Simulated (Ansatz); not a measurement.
Gas-phase electronic energies from Ansatz, PBE0-D4/def2-TZVP geometries. CCSD(T)/CBS adds triple-zeta CCSD(T) − MP2 to the extrapolated MP2 energy (def2 sets, frozen cores). This one scheme is used for every species. Functionals use def2-TZVPP. B3LYP here is the variant with VWN-RPA as its local correlation; programs differ in this. One conformer a species, not always the lowest.

`F[Si@@H](Cl)[Si@@H](F)Cl` + acetylene → `C#C[SiH](F)Cl` + `F[SiH2]Cl`  (formal exchange of groups at the Si–Si bond)

`F[Si@@H](Cl)[Si@@H](F)Cl`:

Cartesian coordinates in Å:
```
F -0.696 1.239 -1.863
Si -0.935 0.186 -0.691
Cl -1.236 -1.655 -1.522
Si 0.985 0.001 0.645
F 1.411 1.431 1.205
Cl 0.474 -1.189 2.224
H -2.158 0.581 0.041
H 2.155 -0.593 -0.038
```

`C#C`:

Cartesian coordinates in Å:
```
C 0.130 -0.565 0.148
C -0.130 0.565 -0.148
H 0.360 -1.571 0.410
H -0.360 1.571 -0.410
```

`C#C[SiH](F)Cl`:

Cartesian coordinates in Å:
```
C -1.576 -1.195 -0.237
C -0.621 -0.482 -0.060
Si 0.842 0.546 0.201
F 0.606 1.459 1.476
Cl 1.122 1.754 -1.408
H -2.425 -1.822 -0.394
H 2.053 -0.260 0.422
```

`F[SiH2]Cl`:

Cartesian coordinates in Å:
```
F -1.359 -0.333 -0.760
Si -0.037 -0.079 0.084
Cl 1.112 1.290 -0.891
H 0.708 -1.350 0.171
H -0.424 0.472 1.396
```

Q: Is it downhill or uphill in electronic energy at CCSD(T)/CBS, and by how much? (Best estimate.)

A: Ansatz gave: Downhill: ΔE = -14.2 kcal/mol.

Q: What do these levels give: PBE-D4, B3LYP-D4, r2SCAN0-D4, BHLYP-D4, B2PLYP, r2SCAN, CAM-B3LYP, LC-ωPBE, HF/def2-SVP, HF/def2-QZVPP, MP2/def2-QZVPP, MP2/CBS(def2)? (Best estimate.)

A: The calculation gave: PBE-D4 -10.1, B3LYP-D4 -12.6, r2SCAN0-D4 -13.9, BHLYP-D4 -13.8, B2PLYP -15.3, r2SCAN -13.8, CAM-B3LYP -14.5, LC-ωPBE -12.5, HF/def2-SVP -17.6, HF/def2-QZVPP -17.5, MP2/def2-QZVPP -16.6, MP2/CBS(def2) -16.1 kcal/mol.

Q: What do rigid-rotor, harmonic-oscillator terms from PBE0-D4/def2-TZVP frequencies (298.15 K, 1 bar) make of the CCSD(T)/CBS value? (Estimate.)

A: Computed: ΔZPE = -0.1 kcal/mol, ΔH = -15.0 kcal/mol, ΔS = 18 J/(mol·K), ΔG = -16.4 kcal/mol. Modes under 50 cm⁻¹ make the entropy rough.

Largest T1 diagnostic among the species: 0.013.

From PBE to PBE0 (25 % exact exchange), in def2-TZVPP and without D4, ΔE moves by −1.3 kcal/mol. Leaving LDA and LC-ωPBE aside and taking each functional with its dispersion term where it has one, the values spread over 5.2 kcal/mol, from B2PLYP to PBE-D4.
